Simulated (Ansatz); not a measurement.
Basis-set extrapolation for C2H5NOSi, SMILES `C=C1O[SiH]1N` (PBE0-D4/def2-TZVP geometry, frozen core, the Gaussian-basis code of Ansatz). Multiplicity 1, RHF reference.

```
                      def2-TZVPP   def2-QZVPP
                 HF  -496.983679  -497.003049
    MP2 correlation    -0.879021    -0.942732
CCSD(T) correlation    -0.946504      not run
```

Energies in hartree. Use E(X) = E(∞) + A·exp(−7.88·√X) for Hartree–Fock and E(X) = E(∞) + B·X^(−2.97) for correlation, with X = 3 and 4, and add CCSD(T) minus MP2 of the smaller set to the MP2 limit.

**Question.** What is the CCSD(T) energy at the basis-set limit?

**Answer.** HF limit: -497.003049 + (-0.019370) × 0.13774 = -497.00572. MP2 limit: -0.942732 + (-0.063711) × 0.74074 = -0.98993. Higher-order term: -0.946504 − (-0.879021) = -0.06748. Total: -498.06313 hartree, 3.62 eV below CCSD(T)/def2-TZVPP.
